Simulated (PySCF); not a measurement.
# Reading the logs of faulty runs: BCGeH6Si

These are calculations, not measurements. The program is PySCF 2.14.0, an open-source quantum chemistry code, run on an isolated molecule that a program drew, which may never have been made. The molecule is BCGeH6Si (charge 0, doublet), drawn as the SMILES string `B=C[SiH][GeH3]`.

Each row is a Hartree-Fock (HF) and frozen-core CCSD(T) single point in the cc-pV(D+d)Z basis, meant for a local HF minimum. Run 1 is clean. Each other run has one planted mistake out of seven kinds, and not every kind appears here: one electron removed, one electron added, multiplicity raised by two, geometry at a saddle point, minimal basis STO-3G, one bond length entered in bohr, all coordinates scaled. The reference is restricted for singlets and unrestricted otherwise, and also for a bond in bohr. Adding or removing an electron swaps singlet and doublet. Electrons count all cores. HOMO and LUMO are orbital energies over both spins, the gradient is its largest component, and the lowest frequency (negative if imaginary) is given only where the gradient is small. Bond lengths are over the 9 bonds as drawn. T1 is the CCSD diagnostic: over 0.02 (restricted) or 0.045 (unrestricted) a single reference is doubtful. Germanium has the cc-pVDZ-PP basis, with a core potential (ECP10MDF) in place of its 10 inner electrons, and its 3s, 3p and 3d shells are frozen in CCSD(T).

Geometry of the clean run:
```xyz
10
BCGeH6Si, angstrom
B    -2.8134    0.7874   -1.1967
C    -1.8111    1.5902   -0.6684
Si   -1.3975    1.7404    1.1273
Ge   -2.2034   -0.0854    2.4689
H    -3.6680    0.0970   -1.6152
H    -1.2478    2.2320   -1.3450
H     0.0661    1.9263    1.3062
H    -3.6739   -0.3676    2.1179
H    -2.1282    0.2650    3.9593
H    -1.4144   -1.3830    2.2395
```

```
run  electrons  basis functions  <S^2>  HOMO (eV)  LUMO (eV)  gradient (hartree/bohr)  lowest frequency (cm^-1)  mean bond (Å)  longest bond (Å)      T1  HF (hartree)  CCSD(T) (hartree)                     mistake
  1         63              104  0.804      -7.63       1.44                  1.5e-05                        68         1.5556             2.405  0.0207    -648.27107         -648.73417                    no fault
  2         63              104  3.774      -6.59      -0.41                  7.8e-02                         -         1.5556             2.405  0.0154    -648.17792         -648.60647  multiplicity raised by two
  3         62              104  0.000     -15.00      -5.69                  5.0e-02                         -         1.5556             2.405  0.0178    -648.02371         -648.47858        one electron removed
  4         63              104  0.854      -7.76       1.22                  2.3e-02                         -         1.6318             2.523  0.0271    -648.25166         -648.72178                           ?
```

**Which mistake was planted in run 4, and what did it cost?**

The mean and the longest bond both change by the same factor, 1.049, and the gradient is no longer small. So the mistake is: all coordinates scaled. Subtracting run 1 and multiplying by 627.51 kcal/mol a hartree, the energy moved by 12.2 kcal/mol in HF and 7.8 kcal/mol in CCSD(T).

